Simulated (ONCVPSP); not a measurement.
# What one change does to a pseudopotential (bismuth (Bi), ONCV)

```json
{
 "Element": "bismuth (Bi)",
 "Generator": "ONCVPSP 4.0.1",
 "Type": "optimised norm-conserving Vanderbilt (ONCV)",
 "Functional": "PBE",
 "Relativity": "fully relativistic",
 "Frozen core": "[Kr] 4d10 4f14",
 "Valence charge": "23",
 "Reference configuration": "5s2 5p6 5d10 6s1.75 6p3.25",
 "Partial waves": "5s+6s: rc 1.40 bohr, ncon 4, nbas 7, qcut 6.5 1/bohr, 2 projectors; 5p+6p: rc 1.50 bohr, ncon 4, nbas 8, qcut 9.2 1/bohr, 2 projectors; 5d: rc 1.20 bohr, ncon 4, nbas 8, qcut 7.3 1/bohr, 2 projectors, debl 3.9 Ha",
 "Local potential": "polynomial inside 0.90 bohr (lpopt 5, dvloc0 0 Ha)",
 "Core correction": "polynomial model core, fcfact 0.15"
}
```

Open shells are filled in proportion to 2j + 1.

Change: all radii but the core radius scaled by about 0.96 (s 1.34, p 1.44, d 1.16 bohr); local potential polynomial inside 0.86 bohr (lpopt 5, dvloc0 0 Ha).

Cutoffs: the cutoffs (Ha) at which the residual kinetic energy of the hardest occupied pseudo-wave falls to 1 and 0.1 mHa per electron; they do not see the model core or the augmentation charge, which bear on the density cutoff. Errors are all-electron minus pseudo energies relative to the spin-unpolarised reference configuration.

Task: Predict the effect on cutoff, ghosts and configuration errors.

Result: The potential gets harder (36 Ha and 78 Ha → 54 Ha and 85 Ha); a bound ghost appears in s, which as a rule spoils a file; the lowest positive-energy flag moves from s at 14.6 eV to p3/2 at 235.5 eV; of the 4 tests that both files solve, the error grows in 1 and shrinks in 1 by more than 15 % and 0.3 meV (median size 0.5 → 0.7 meV). A smaller radius makes the pseudo-wave follow the all-electron one further in, where it bends more sharply, so more plane waves are needed.

| quantity | base | changed |
| --- | --- | --- |
| cutoff, loose | 36 Ha | 54 Ha |
| cutoff, tight | 78 Ha | 85 Ha |
| loose cutoff by channel | s 36 Ha, p 27 Ha, d 26 Ha | s 54 Ha, p 30 Ha, d 26 Ha |
| bound ghosts | none | s |
| GHOST(+) flags under 300 eV | s at 14.6 eV, p3/2 at 270.8 eV | p3/2 at 235.5 eV |
| error for 5s2 5p6 5d10 6s2 6p3, meV [ΔE -2.43 eV] | -0.2 | -0.7 |
| error for 5s2 5p6 5d10 6s2 6p2, meV [ΔE 5.63 eV] | +0.2 | -0.5 |
| error for 5s2 5p6 5d10 6s2 6p1, meV [ΔE 21.05 eV] | +0.8 | -0.8 |
| error for 5s2 5p6 5d10 6s1 6p0, meV [ΔE 90.01 eV] | -8.0 | -5.3 |
| rms error of d²Exc/dni dnj with the model core, mHa | 2.19 | 2.18 |

 A true bound ghost makes a file unfit for plane-wave use even where its test errors are small: the radial tests pick states by their node count and pass the ghost by.
